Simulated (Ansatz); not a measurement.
Isolated molecules relaxed with PBE0-D4/def2-TZVP in Ansatz; ΔE leaves out vibrations. CCSD(T)/CBS is the MP2 limit (def2-TZVPP, def2-QZVPP) plus CCSD(T) − MP2 in def2-TZVPP, frozen cores. Functionals use def2-TZVPP. Elements past krypton have def2 core potentials. For In outer-core shells are correlated without core-valence functions, which leaves a few kJ/mol of doubt a bond. Each species was taken in one conformer, which may not be the lowest.

Consider the formal exchange of groups at a C–B bond: `CB(O[SiH3])O[SiH3]` + `C[NH][InH][F]` → `C[NH][In]([CH3])[F]` + `[SiH3]OBO[SiH3]`.

`CB(O[SiH3])O[SiH3]`:

```xyz
15

C    -2.025   -1.230   -0.769
B    -0.736   -0.470   -0.302
O    -0.004   -0.971    0.736
Si    1.190   -0.572    1.789
O    -0.385    0.694   -0.924
Si    0.833    1.787   -1.033
H    -2.235   -1.074   -1.829
H    -2.887   -0.841   -0.215
H    -1.971   -2.299   -0.560
H     2.494   -1.068    1.284
H     0.879   -1.214    3.088
H     1.258    0.902    1.973
H     0.567    2.932   -0.128
H     0.890    2.261   -2.437
H     2.134    1.163   -0.672
```

`C[NH][InH][F]`:

Z-matrix (Å, degrees):
```
C
N 1 1.447
H 1 1.097 2 112.1
H 1 1.097 2 112.2 3 121.4
H 1 1.091 2 109.8 3 -119.3
In 2 1.984 1 125.2 3 119.9
H 2 1.006 1 113.9 3 -60.7
F 6 1.963 2 104.9 1 -0.4
H 6 1.685 2 137.6 1 179.8
```

`C[NH][In]([CH3])[F]`:

Z-matrix (Å, degrees):
```
C
N 1 1.442
H 1 1.098 2 112.5
H 1 1.098 2 112.6 3 121.6
H 1 1.093 2 110.5 3 -119.2
In 2 1.991 1 129.6 3 119.5
H 2 1.008 1 113.8 3 -60.7
F 6 1.969 2 105.3 1 179.9
C 6 2.121 2 138.1 1 -0.2
H 9 1.089 6 108.4 2 178.2
H 9 1.090 6 110.1 2 -61.9
H 9 1.090 6 110.1 2 58.2
```

`[SiH3]OBO[SiH3]`:

Z-matrix (Å, degrees):
```
Si
O 1 1.652
H 1 1.482 2 108.2
H 1 1.485 2 110.3 3 120.5
H 1 1.482 2 108.3 3 -119.0
B 2 1.361 1 133.2 3 -121.6
O 6 1.353 2 119.6 1 -179.8
H 6 1.199 2 121.1 1 0.2
Si 7 1.659 6 129.3 2 0.0
H 9 1.481 7 106.4 6 179.4
H 9 1.484 7 110.5 6 -61.4
H 9 1.484 7 110.5 6 60.2
```

CCSD(T)/CBS gives +8.8 kJ/mol.

**Question.** Another level gave +9.5 kJ/mol. Which?
A. MP2/def2-TZVPP
B. PBE0-D4/def2-TZVPP
C. PBE0/def2-TZVPP
D. CCSD/def2-TZVPP

**Answer.** D. CCSD/def2-TZVPP 9.5, PBE0-D4 18.5, PBE0 14.1, MP2/def2-TZVPP 3.0 kJ/mol.

Largest T1 diagnostic among the species: 0.016.

In def2-TZVPP, CCSD(T) changes the Hartree–Fock value by −4.5 kJ/mol (the triples alone add −0.9 kJ/mol) and MP2 by −10.1 kJ/mol. From PBE to PBE0 (25 % exact exchange), in def2-TZVPP and without D4, ΔE moves by +3.0 kJ/mol. The D4 term adds +8.0 kJ/mol with B3LYP and +4.4 kJ/mol with PBE0; it sums over pairs of atoms, weighted by their polarisabilities, and B3LYP, whose exchange is more repulsive, gets the larger term.

B3LYP here is the variant with VWN-RPA as its local correlation; programs differ in this.
